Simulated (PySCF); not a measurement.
Computed with B3LYP-D3(BJ)/def2-TZVP // B3LYP-D3(BJ)/def2-SVP (PySCF). Gas-phase values, no solvent. B3LYP has the VWN-RPA correlation part, as in Gaussian. Excitations are Tamm–Dancoff values on a coarser integration grid. The basis has no diffuse functions, so Rydberg states are missing or too high.

Reference species (SMILES): `N#Cc1cc2cccccc-2c1` (neutral, multiplicity 1).

S1 oscillator strength: 0.015
T1 excitation (TDA): 1.90 eV
HOMO: -6.16 eV

Changed species: `N#Cc1ccccc2cccc1-2`.

Predict the effect on the S1 oscillator strength, T1 excitation (TDA) and HOMO.

the S1 oscillator strength hardly moves; the T1 excitation (TDA) falls by 0.16 eV, to 1.74 eV; the HOMO rises by 0.10 eV, to -6.06 eV.
